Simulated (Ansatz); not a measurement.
The cluster Li₃Si₆. Charge 0, multiplicity 2. Geometry PBE0-D4/def2-SVP, basis def2-TZVP, Ansatz.

```xyz
9

Li    0.873   -2.548    0.231
Li    2.616   -0.187   -0.647
Li    0.282   -1.000   -2.121
Si    0.360    1.230   -0.281
Si   -1.045   -0.670    0.419
Si   -1.557    0.553   -1.632
Si   -2.112    1.707    0.388
Si   -0.535    1.208    2.202
Si    1.118   -0.293    1.441
```

```
run  HOMO (eV)  LUMO (eV)
  A      -3.86      -3.04
  B      -4.21      -2.77
  C      -3.60      -2.79
  D      -3.97      -3.01
```

Another isomer (doublet) lies 0.63 eV lower at PBE0-D4/def2-TZVP; other spin states weren't run for this one.

HOMO and LUMO are taken over both spins.

Task: The runs used BLYP, PBE, r2SCAN, r2SCANh. Estimate which is which.

Result: A PBE (0 % exact exchange); B r2SCANh (10 % exact exchange); C BLYP (0 % exact exchange); D r2SCAN (0 % exact exchange). Exact exchange lowers occupied and raises empty levels; among semilocal functionals meta-GGAs tend to open the gap a little, and such runs are hard to tell apart. The gap grows from 0.81 eV (PBE) to 1.44 eV (r2SCANh).
